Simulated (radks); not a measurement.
The numbers below are computed, except where a source is named.
Q: Level of theory: scalar-relativistic Kohn-Sham, LDA (Slater exchange, Perdew-Wang correlation), spin-polarised, spherical densities, finite nucleus; open shells are filled with parallel spins first; Fermi nuclear charge, rms radius of each element as measured or else 0.836 A^(1/3) + 0.57 fm (a radial shooting solver on a logarithmic mesh with Libxc functionals). Response by self-consistent Sternheimer equations with the Hartree and adiabatic LDA kernel, the relativistic mass of each level held fixed and spin-orbit coupling left out. For heavy and open-shell atoms this level of theory can miss by tens of per cent. Rank Ca, Ni8+, Fe6+, Sc+, Mn5+, Co7+, V3+, Ti2+, Cr4+ (NIST ground configurations) by static dipole polarisability, largest first.

A: Ca 146.5, Sc+ 52.78, Ti2+ 5.271, V3+ 2.304, Cr4+ 1.372, Mn5+ 0.9293, Fe6+ 0.6738, Co7+ 0.5100, Ni8+ 0.3979 bohr^3.
